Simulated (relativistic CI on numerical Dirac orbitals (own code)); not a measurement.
Pb⁴⁺: q coefficients and field-shift factors

Computed by Dirac-Coulomb-Breit CI, orbitals from a KLI potential per configuration, valence Slater integrals scaled by 0.85, P86 correlation energy added to each configuration, derivatives by finite differences, QED left out (own radial code, finite nucleus).

Configurations in the expansion (outside the closed core [Xe] 4f14): 5d10, 5d9 6s, 5d9 5f, 5d9 6p, 5d9 6d. Double excitations out of closed p, d and f shells are left out; levels of such configurations are missing from the list, as are those of other unlisted configurations, and high levels can miss mixing partners.

With x = (α/α₀)² − 1 an excitation energy changes as ω = ω₀ + qx; K = 2q/ω₀ is the relative enhancement. Terms are leading LS components, so labels can repeat. The field-shift factor is F = δν/δ⟨r²⟩ for the transition from the lowest level.

Lowest level 5d10 1S_0.

| Level | ω₀ (cm⁻¹) | q (cm⁻¹) | K | F (GHz/fm²) |
| --- | --- | --- | --- | --- |
| 5d9 6s 3D_3 | 117378 | -85280 | -1.45 | 162 |
| 5d9 6s 3D_2 | 121749 | -82630 | -1.36 | 159 |
| 5d9 6s 3D_1 | 138426 | -65530 | -0.947 | 165 |
| 5d9 6s 1D_2 | 142472 | -64100 | -0.9 | 159 |
| 5d9 6p 3P°_2 | 202153 | -61800 | -0.611 | 25.8 |
| 5d9 6p 3F°_3 | 204626 | -61990 | -0.606 | 25.9 |
| 5d9 6p 3F°_2 | 223379 | -41860 | -0.375 | 27.4 |
| 5d9 6p 3P°_1 | 225501 | -35120 | -0.312 | 23.3 |
| 5d9 6p 3F°_4 | 226255 | -29710 | -0.263 | 17.9 |
| 5d9 6p 1D°_2 | 230299 | -31860 | -0.277 | 19.3 |
| 5d9 6p 3D°_3 | 232486 | -29450 | -0.253 | 17.9 |
| 5d9 6p 1P°_1 | 234215 | -32930 | -0.281 | 22.2 |
| 5d9 6p 3P°_0 | 243630 | -9745 | -0.08 | 20.2 |

At this charge configurations can still be misplaced by up to about 7 % of their energy. Levels and lines within the n = 5 or 6 shells can be off by up to 10 % or somewhat more, and those that change n by about 2 %, since core polarisation is missing. Levels that differ in their count of f electrons can be misplaced by several ten thousand cm⁻¹, since the correlation energy of f electrons is missing or only estimated; rates across such gaps can be off by orders of magnitude.
